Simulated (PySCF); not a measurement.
## `[SiH3][SiH2]c1ccco1`: 4 charge schemes on one density

Species: C4H8OSi2.
Geometry (PBE0-D3(BJ)/def2-SVP, Å), atoms numbered from 1 in this order:
```
atom  x, y, z in Å
Si1    3.1444    0.5314   -0.4002
Si2    1.4781   -0.5646    0.8347
C3    -0.2045    0.0691    0.3288
C4    -1.1985    0.7208    1.0137
C5    -2.2362    0.9971    0.0737
C6    -1.7977    0.4949   -1.1161
O7    -0.5824   -0.0603   -0.9753
H8     2.9720    0.2425   -1.8571
H9     4.5054    0.0757    0.0222
H10    3.0403    2.0079   -0.1864
H11    1.5801   -2.0423    0.6232
H12    1.6241   -0.2742    2.2936
H13   -1.1859    0.9700    2.0731
H14   -3.1828    1.5008    0.2570
H15   -2.2304    0.4610   -2.1131
```

Density: PBE0/pcSseg-1 (PySCF); schemes: Mulliken, IAO, Hirshfeld and ESP-fitted. One conformer (not necessarily the lowest) at the PBE0-D3(BJ)/def2-SVP geometry, without solvent, vibrations or thermal averaging.

Q: What partial charge does each atom carry?

A: In e; atoms taken as equivalent share a row and are averaged (×n: the atom named and its like, n in all):

| atom | environment | Mulliken | IAO | Hirshfeld | ESP-fitted |
| --- | --- | --- | --- | --- | --- |
| Si1 | SiH3 silicon | +0.190 | +0.270 | +0.209 | +0.243 |
| Si2 | SiH2 silicon | +0.386 | +0.464 | +0.240 | +0.137 |
| C3 | substituted aromatic carbon | -0.060 | -0.126 | -0.050 | +0.046 |
| C4 | aromatic CH carbon | -0.146 | -0.198 | -0.082 | -0.169 |
| C5 | aromatic CH carbon | -0.172 | -0.223 | -0.089 | -0.285 |
| C6 | aromatic CH next to a ring oxygen | +0.159 | +0.016 | +0.013 | -0.036 |
| O7 | furan-type oxygen | -0.378 | -0.231 | -0.064 | -0.138 |
| H8/H9/H10 | Si–H hydrogen | -0.059 | -0.092 | -0.072 | -0.075 |
| H11/H12 | Si–H hydrogen | -0.058 | -0.099 | -0.072 | -0.048 |
| H13 | aromatic hydrogen | +0.098 | +0.164 | +0.058 | +0.164 |
| H14 | aromatic hydrogen | +0.102 | +0.166 | +0.059 | +0.194 |
| H15 | aromatic hydrogen | +0.114 | +0.172 | +0.067 | +0.169 |

Mean size of the charges over all atoms: IAO 0.167 e, Mulliken 0.140 e, ESP-fitted 0.127 e, Hirshfeld 0.086 e. Each set sums to the total charge, 0, to within 0.001 e. The ESP scheme is a least-squares fit of atom-centred charges to the potential on four shells outside the van der Waals surface, with the total charge fixed. The IAO scheme projects the occupied orbitals on a minimal set of polarised atomic orbitals and counts the electrons in each atom's part of it.

Lowest charge. The schemes don't all agree: Mulliken O7 (-0.378); IAO O7 (-0.231); Hirshfeld C5 (-0.089); ESP-fitted C5 (-0.285).

Highest charge. The schemes don't all agree: Mulliken Si2 (+0.386); IAO Si2 (+0.464); Hirshfeld Si2 (+0.240); ESP-fitted Si1 (+0.243).

Q: How many electrons does the Mulliken scheme count on C3?

A: Z − q = 6 − (-0.060) = 6.060.

Q: How closely do the schemes follow one another over all atoms?

A: Correlation coefficient and root-mean-square difference: IAO with Hirshfeld 0.96, 0.102 e; Mulliken with IAO 0.93, 0.074 e; IAO with ESP-fitted 0.86, 0.103 e; Mulliken with Hirshfeld 0.85, 0.103 e; Hirshfeld with ESP-fitted 0.81, 0.088 e; Mulliken with ESP-fitted 0.75, 0.116 e.

Q: Sum the charges by element, for elements with more than one atom.

A: 
```json
{"element": "Si", "atoms": "2", "Mulliken": "+0.577", "IAO": "+0.733", "Hirshfeld": "+0.449", "ESP-fitted": "+0.379"}
{"element": "C", "atoms": "4", "Mulliken": "-0.219", "IAO": "-0.532", "Hirshfeld": "-0.208", "ESP-fitted": "-0.445"}
{"element": "H", "atoms": "8", "Mulliken": "+0.020", "IAO": "+0.029", "Hirshfeld": "-0.177", "ESP-fitted": "+0.204"}
```
